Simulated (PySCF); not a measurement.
## Radial density of Kr³⁺ (krypton, charge +3)

B3LYP, [Ar] 3d10 4s2 4p3, high-spin 4S determinant. All numbers are calculated (PySCF 2.14, scalar relativity by spin-free X2C-1e, in x2c-TZVPPall with one added diffuse shell each of s, p, d type (7s6p5d1f, 57 functions)).

| r (bohr) | 4πr²ρ (e/bohr) | 4πr²(ρα − ρβ) |
| --- | --- | --- |
| 0.000608 | 0.2737 | 0.0000 |
| 0.00102 | 0.6695 | 0.0000 |
| 0.00172 | 1.634 | 0.0000 |
| 0.00290 | 3.882 | -0.0001 |
| 0.00487 | 8.721 | -0.0001 |
| 0.00819 | 17.93 | 0.0001 |
| 0.0138 | 31.73 | 0.0021 |
| 0.0232 | 43.60 | 0.0129 |
| 0.0390 | 42.10 | 0.0567 |
| 0.0656 | 37.03 | 0.1591 |
| 0.110 | 51.30 | 0.1906 |
| 0.185 | 42.58 | -0.0129 |
| 0.312 | 31.04 | 0.3491 |
| 0.525 | 33.52 | 0.2282 |
| 0.883 | 9.550 | 0.5962 |
| 1.48 | 4.330 | 2.3297 |
| 2.50 | 0.8216 | 0.6036 |
| 4.20 | 0.008630 | 0.0073 |
| 7.07 | 1.166e-05 | 0.0000 |

Densities and radii are taken from the X2C orbitals without a picture-change correction, which distorts them close to the nucleus.

Question: Where is the radial spin density 4πr²(ρα − ρβ) most negative, and why is it negative at all?

Answer: Around r = 0.185 bohr, down to -0.0129 e/bohr: exchange with the open shell polarises the paired shells in an unrestricted calculation.
